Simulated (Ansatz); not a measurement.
Task: Name a neutral molecule of Al, Br, C and H with LUMO energy (PBE/def2-TZVPP) between -2.75 and -2.45 eV and size of the dipole moment (PBE/def2-TZVPP) between 1.70 and 2.00 D (Ansatz, PBE0-D4/def2-TZVP geometry).

Result: `[AlH2][CH2]CBr` (-2.48 eV, 1.95 D). Other molecules can fit too; these were computed, each in one conformer that needn't be the lowest.
